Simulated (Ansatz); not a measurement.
Ansatz (a first-principles code) input (PBE/def2-TZVPP):

Ansatz 0.2 input:
```yaml
crystal:
  periodic: [false, false, false]
  atoms:
    - {symbol: Si, position_ang: [0.00000000, 0.00000000, 0.00000000]}
basis:
  gaussian:
    orbitals: def2-TZVPP
hamiltonian:
  xc: {name: PBE}
magnetization: {spin_polarized: true, initial_magnetization: 2}
accuracy: high
scf: {lower_state_search: full}
```

Output:

```
Functional definition: PBE
integrals: 0.02 GiB planned
410 factors; integrals over basis functions are off by at most 2.5e-9 eV
mean field: 0.09 GiB planned
mean field evaluation 1: about -7870.0415 eV, gradient 3.3e0 eV
mean field evaluation 2: about -7870.0399 eV, gradient 3.3e0 eV
mean field evaluation 4: about -7870.1556 eV, gradient 4.0e-1 eV
mean field evaluation 8: about -7870.1559 eV, gradient 3.3e-4 eV
mean field evaluation 16: about -7870.1559 eV, gradient 6.8e-8 eV
mean field evaluation 32: about -7870.1559 eV, gradient 1.1e-3 eV
mean field evaluation 64: about -7870.1322 eV, gradient 2.6e0 eV
mean field -7870.15585579 eV, -289.2228931170 hartree, gradient 6.8e-8 eV, S^2 2.003936; 5 other end points of the search recorded, 0 dependent functions left out
reference -7870.15585792 eV, -289.2228931951 hartree; 8, 6 occupied and 34, 36 virtual orbitals, 410 factors
Total energy: -7870.15585792 eV, -289.2228931951 hartree
```
